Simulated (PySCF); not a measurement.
# Predicted spectroscopic data

[PySCF 2.14.0 with density-fitted response routines: shielding tensors at PBE0/pcSseg-1 (GIAO); geometry from GFN2-xTB; J: B3LYP/pcJ-1 (spin–dipole term left out of most H,H and C,H couplings); one computed conformer; one averaged value for each set of equivalent atoms; relativity neglected; no solvent]

Scale: 1H (σref 31.72) and 13C (σref 186.93) vs TMS (reference shieldings calculated alike). Multiplet labels drop J under 1 Hz and among equivalent protons, and merge close values. Unscaled 3J(H,H) run several per cent high. Where no couplings were computed, multiplicities follow the n + 1 count of equivalent neighbours, and m marks all less simple cases (inequivalent or close neighbours, rings, F or P nearby). One-bond C–F couplings are unscaled and too large by tens of Hz. Shifts are as computed. Against solution values, carbons near 30 ppm lie about +3 ppm off and those near 130 ppm about +5 ppm. Of 1211 compounds with measured shifts, 218 miss one by over three times the rms of a fit or turn the order of signals round; such compounds aren't used in these exercises.

Compound 1 (C₆H₁₀O₂Si). 1H NMR (600 MHz, computed): δ 9.48 (s, 1H), 8.29 (m, 1H), 7.89 (d, 1H), 4.70 (m, 1H), 0.28 (d, 6H). 13C{1H} NMR (computed): δ 199.2 (CH), 186.3 (C), 168.1 (CH), 139.1 (CH), -2.7 (CH3). Structure: `C[SiH](C)/C=C/C(=O)C=O`.

Compound 2 (C₄H₄F₂). 1H NMR (600 MHz, computed): δ 2.38 (m, 4H). 13C{1H} NMR (computed): δ 133.1 (m), 25.7 (dd, J = 15.5, 14.3 Hz). Structure: `InChI=1S/C4H4F2/c5-3-1-2-4(3)6/h1-2H2`.
